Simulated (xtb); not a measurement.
C$_{5}$H$_{12}$Si, charge +1, doublet, from a rough starting geometry (a state made from the parent by changing its charge; the spin is typed, not shown lowest); GFN2-xTB (xtb).

The xtb input:
```
$ xtb mol.xyz --gfn 2 --chrg 1 --uhf 1 --opt vtight --json

# file mol.xyz
18

C      2.20943325    -0.88857205     1.04467039
C      1.57244455     0.21387950     0.64218651
Si    -0.19984508     0.13856660    -0.13542142
C     -0.62731418     1.94975517    -0.67237657
C     -1.43154943    -0.34120167     1.20887670
C     -0.26725161    -1.01815366    -1.58553528
H      3.15380667    -0.82682311     1.55208014
H      1.73214822    -1.83119965     1.15671148
H      2.09264919     1.13300889     0.54275358
H     -1.65615239     1.99975685    -1.11282211
H      0.03966529     2.28363467    -1.48271135
H     -0.57417538     2.61782622     0.12355809
H     -1.36373104     0.27378049     2.03844120
H     -2.40830199    -0.40030025     0.85023806
H     -1.18129086    -1.41662463     1.58719511
H      0.44281644    -0.76008542    -2.35199788
H     -0.01126088    -2.04909010    -1.32788622
H     -1.25158691    -1.03390895    -2.01349989
```

Q: Write the output that xtb gives for this input, abridged.

A: 
```
   ID    Z sym.   atoms
    1    6 C      1, 2, 4-6
    2   14 Si     3
    3    1 H      7-18

           -------------------------------------------------
          |                Calculation Setup                |
           -------------------------------------------------

           -------------------------------------------------
          |                 G F N 2 - x T B                 |
           -------------------------------------------------

          ...................................................
          :                      SETUP                      :
          :.................................................:
          :  # basis functions                  42          :
          :  # atomic orbitals                  41          :
          :  # shells                           25          :
          :  # electrons                        35          :
          :  max. iterations                   250          :
          :  Hamiltonian                  GFN2-xTB          :
          :  restarted?                      false          :
          :  GBSA solvation                  false          :
          :  PC potential                    false          :
          :  electronic temp.          300.0000000     K    :
          :  accuracy                    1.0000000          :
          :  -> integral cutoff          0.2500000E+02      :
          :  -> integral neglect         0.1000000E-07      :
          :  -> SCF convergence          0.1000000E-05 Eh   :
          :  -> wf. convergence          0.1000000E-03 e    :
          :  Broyden damping             0.4000000          :
          :  net charge                          1          :
          :  unpaired electrons                  1          :
          ...................................................

 iter      E             dE          RMSdq      gap      omega  full diag
   1    -18.1650185 -0.181650E+02  0.427E+00    4.37       0.0  T
   2    -18.2063338 -0.413153E-01  0.331E+00    3.58       1.0  T
   3    -18.2743714 -0.680376E-01  0.211E+00    4.24       1.0  T
   4    -18.2746263 -0.254969E-03  0.165E+00    3.99       1.0  T
   5    -18.2989113 -0.242850E-01  0.126E+00    4.27       1.0  T
   6    -18.3091256 -0.102143E-01  0.113E+00    4.16       1.0  T
   7    -18.3080020  0.112359E-02  0.107E+00    4.19       1.0  T
   8    -18.3154386 -0.743666E-02  0.625E-01    4.17       1.0  T
   9    -18.3183578 -0.291920E-02  0.253E-01    4.14       1.0  T
[...]
 * total energy  :   -18.0145706 Eh     change       -0.2647978E-05 Eh
 * total energy  :   -18.0145722 Eh     change       -0.1526540E-05 Eh
 * total energy  :   -18.0145742 Eh     change       -0.2007817E-05 Eh
 * total energy  :   -18.0145755 Eh     change       -0.1306370E-05 Eh
 * total energy  :   -18.0145766 Eh     change       -0.1162282E-05 Eh
 * total energy  :   -18.0145770 Eh     change       -0.3769273E-06 Eh
 * total energy  :   -18.0145773 Eh     change       -0.2890555E-06 Eh
 * total energy  :   -18.0145777 Eh     change       -0.3634135E-06 Eh
 * total energy  :   -18.0145779 Eh     change       -0.2617843E-06 Eh
 * total energy  :   -18.0145783 Eh     change       -0.3827517E-06 Eh
 * total energy  :   -18.0145785 Eh     change       -0.1759889E-06 Eh
 * total energy  :   -18.0145785 Eh     change       -0.4210989E-07 Eh
   *** GEOMETRY OPTIMIZATION CONVERGED AFTER 50 ITERATIONS ***
         :: total energy             -18.014578525087 Eh    ::
[...]
largest (>0.10) Wiberg bond orders for each atom

 ---------------------------------------------------------------------------
     #   Z sym  total        # sym  WBO       # sym  WBO       # sym  WBO
 ---------------------------------------------------------------------------
     1   6 C    3.977 --     2 C    2.101     8 H    0.935     7 H    0.870
     2   6 C    3.834 --     1 C    2.101     9 H    0.941     3 Si   0.568
     3  14 Si   3.532 --     5 C    0.969     4 C    0.945     6 C    0.808
                             2 C    0.568
     4   6 C    3.986 --    11 H    0.962    12 H    0.962    10 H    0.959
                             3 Si   0.945
     5   6 C    3.987 --     3 Si   0.969    15 H    0.964    13 H    0.961
                            14 H    0.961
     6   6 C    3.956 --    17 H    0.972    16 H    0.972    18 H    0.954
                             3 Si   0.808
     7   1 H    0.967 --     1 C    0.870
     8   1 H    0.985 --     1 C    0.935
     9   1 H    0.984 --     2 C    0.941
    10   1 H    0.991 --     4 C    0.959
    11   1 H    0.992 --     4 C    0.962
    12   1 H    0.992 --     4 C    0.962
    13   1 H    0.992 --     5 C    0.961
    14   1 H    0.991 --     5 C    0.961
    15   1 H    0.992 --     5 C    0.964
    16   1 H    0.992 --     6 C    0.972
    17   1 H    0.992 --     6 C    0.972
    18   1 H    0.988 --     6 C    0.954
 ---------------------------------------------------------------------------

Topologies differ in total number of bonds
Writing topology from bond orders to xtbtopo.mol

molecular dipole:
                 x           y           z       tot (Debye)
 q only:        0.490      -0.063       0.120
   full:        0.574      -0.113       0.098       1.507
molecular quadrupole (traceless):
                xx          xy          yy          xz          yz          zz
 q only:        3.475      -1.639      -2.340       3.242      -1.966      -1.135
  q+dip:        3.780      -1.222      -2.557       3.117      -3.574      -1.223
   full:        4.381      -1.505      -3.204       4.108      -2.266      -1.178

optimized geometry written to: xtbopt.xyz

           -------------------------------------------------
          | TOTAL ENERGY              -18.014578525087 Eh   |
          | GRADIENT NORM               0.000031134301 Eh/α |
          | HOMO-LUMO GAP               4.131243377413 eV   |
           -------------------------------------------------

normal termination of xtb
```
